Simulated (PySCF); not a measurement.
**Computed vibrations of [La(H2S)]3+**

[La(H2S)]3+ (singlet). PySCF 2.14.0, RKS B3LYP, La lcecp-1-SVP with ECP46, S def2-SVP, H def2-SVP; non-relativistic Hamiltonian with scalar-relativistic core potentials where named; density fitting; no spin-orbit coupling. Central differences of gradients.

```xyz
4

La    0.0000   -0.0047   -0.5845
S     0.0000   -0.0254    2.3592
H     1.0393    0.7283    2.8579
H    -1.0393    0.7283    2.8579
```

Run from Python with OMP_NUM_THREADS=2. Where DIIS fails, smearing, a level shift and second-order steps follow.
It took 14 s on 2 threads of Arm Neoverse V2, with other jobs on the host.

**Question.** What are the harmonic wavenumbers and infrared intensities?

**Answer.** Modes are labelled in Cs; negative numbers are unstable modes, those under 60 cm⁻¹ near the noise; a finer grid moves soft modes by up to 10 cm⁻¹.
```json
{"cm⁻¹": "197", "km/mol": "19.8", "symmetry": "a'"}
{"cm⁻¹": "388", "km/mol": "85.8", "symmetry": "a'"}
{"cm⁻¹": "504", "km/mol": "0.1", "symmetry": "a''"}
{"cm⁻¹": "1115", "km/mol": "15.8", "symmetry": "a'"}
{"cm⁻¹": "2494", "km/mol": "349.1", "symmetry": "a'"}
{"cm⁻¹": "2514", "km/mol": "220.5", "symmetry": "a''"}
```

**Question.** Is this a minimum?

**Answer.** Yes. Ideal gas at 298.15 K and 1 bar: S = 288.4 J/(mol K), Cp = 53.6 J/(mol K), H − H(0 K) = 12.9 kJ/mol (rigid rotor, harmonic modes, spin degeneracy alone).
